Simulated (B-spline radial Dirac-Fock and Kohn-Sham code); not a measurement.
## Binding energies of Cr²⁺ at several levels of theory

System: chromium as Cr²⁺ in the configuration [Ar] 3d4.

The density-functional columns are spherical, spin-unpolarised Dirac-Kohn-Sham results without Breit or QED terms: −ε is minus the orbital energy of the initial state and ΔSCF the difference of two total energies. The reference in the last column comes from Dirac-Fock ΔSCF + Breit + QED. All numbers are from a B-spline atomic structure program, in eV; a selection of levels is shown.

```
     level  PBE −ε  PBE ΔSCF  LDA −ε  LDA ΔSCF  Dirac-Fock
    K (1s)  5901.1    6044.8  5887.0    6030.2      6020.9
   L1 (2s)   688.5     712.6   686.9     711.1       730.3
L2 (2p1/2)   587.8     616.4   587.4     616.0       615.9
L3 (2p3/2)   579.1     607.3   578.8     607.1       607.5
   M1 (3s)   95.13     104.4   94.78     104.1       110.6
M2 (3p1/2)   67.14     76.17   67.14     76.16       76.53
M3 (3p3/2)   66.11     75.10   66.09     75.07       75.52
 M4,5 (3d)   22.86     30.75   23.15     31.04       28.75
```

Task: Order the estimates of the K (1s) level by their distance from the Dirac-Fock value, nearest first.
A. PBE ΔSCF
B. PBE −ε
C. LDA −ε
D. LDA ΔSCF

Result: D (9.3 eV), A (24.0 eV), B (119.7 eV), C (133.9 eV).

Values without a named source are computed, but for edge energies of neutral atoms, which are taken from tables.
